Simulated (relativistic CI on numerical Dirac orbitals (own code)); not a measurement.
**Ce10+: sensitivity of the levels to the model**

Base calculation: Dirac-Coulomb-Breit CI, separate exchange-only KLI orbitals for each configuration, model QED, unscaled Slater integrals.

Configuration list (outside the closed core [Kr]): 4d¹⁰5s², 4d¹⁰5s5p, 4d¹⁰5s4f, 4d¹⁰5s5d, 4d¹⁰5s5f, 4d¹⁰4f5d, 4d¹⁰5p5d, 4d¹⁰5s5g, 4d⁹5s²4f, 4d¹⁰5s6s, 4d¹⁰5s6p, 4d¹⁰4f5g, 4d¹⁰5p5g, 4d¹⁰5s6d, 4d¹⁰5d5f, 4d¹⁰5s7s, 4d⁹5s²5p, 4d¹⁰5s7p, 4d¹⁰5s6f, 4d¹⁰5s7d, 4d¹⁰4f², 4d⁹4f³, 4d¹⁰5p², 4d⁹4f5p², 4d¹⁰4f5p, 4d⁹4f²5p, 4d¹⁰5d², 4d⁹4f5d², 4d¹⁰5f², 4d⁹4f5f², 4d¹⁰4f5f, 4d⁹4f²5f, 4d¹⁰5p5f, 4d⁹4f5p5f. Double excitations out of closed p, d and f shells are left out; levels of such configurations are missing from the list, as are those of other unlisted configurations, and high levels can miss mixing partners. Some configurations lack a partner that the ground configuration has and come out too high, among them 4d⁹5s²5p.

The lowest level and the first level of each name with at least 55 % of one term (blank where a level has no safe partner in the second run):

| Level | Base (cm⁻¹) | Shift (cm⁻¹) |
| --- | --- | --- |
| 4d¹⁰5s² ¹S0 | 0 | 0 |
| 4d¹⁰5s5p ³P°0 | 125031 | +647 |
| 4d¹⁰5s5p ³P°1 | 132241 | +641 |
| 4d¹⁰5s5p ³P°2 | 160272 | +592 |
| 4d¹⁰5s4f ³F°2 | 160372 | +736 |
| 4d¹⁰5s4f ³F°3 | 161259 | +731 |
| 4d¹⁰5s4f ³F°4 | 162857 | +720 |
| 4d¹⁰5s4f ¹F°3 | 170047 | +726 |
| 4d¹⁰5s5p ¹P°1 | 194807 | +607 |
| 4d¹⁰5p² ³P0 | 316273 | +1325 |
| 4d¹⁰4f5p ³G3 | 322659 | +1408 |
| 4d¹⁰4f5p ³F2 | 325798 | +1402 |
| 4d¹⁰5p² ¹D2 | 340608 | +1242 |
| 4d¹⁰5p² ³P1 | 340724 | +1281 |
| 4d¹⁰4f² ³H4 | 355855 | +1474 |
| 4d¹⁰4f² ³H5 | 357637 | +1463 |
| 4d¹⁰4f² ³H6 | 359543 | +1450 |
| 4d¹⁰4f5p ³D3 | 361777 | +1353 |
| 4d¹⁰4f5p ³G5 | 361802 | +1340 |
| 4d¹⁰4f² ¹G4 | 363259 | +1433 |
| 4d¹⁰4f² ³F2 | 364020 | +1447 |
| 4d¹⁰4f² ³F3 | 365013 | +1448 |

At this charge transitions that keep the count of f electrons are usually good to a few per cent. Levels and lines within the n = 5 or 6 shells can be off by up to 10 % or somewhat more, and those that change n by about 2 %, since core polarisation is missing. Levels that differ in their count of f electrons can be misplaced by several ten thousand cm⁻¹, since the correlation energy of f electrons is missing or only estimated; rates across such gaps can be off by orders of magnitude.

Task: One thing was changed in a second run, which moved the levels as shown. Which?
A. configuration mixing switched off
B. Breit term removed
C. QED terms removed

Result: C. QED terms removed. QED shifts follow the density of s (and p1/2) electrons at the nucleus, so configurations move by their count of such electrons; where none moves, the smaller shifts of p3/2 electrons and of j = l + 1/2 against j = l − 1/2 set the pattern.

LS names give the leading component of a level, which can be under half, so a name can repeat, a term be missing and a line seem to break the LS rules.
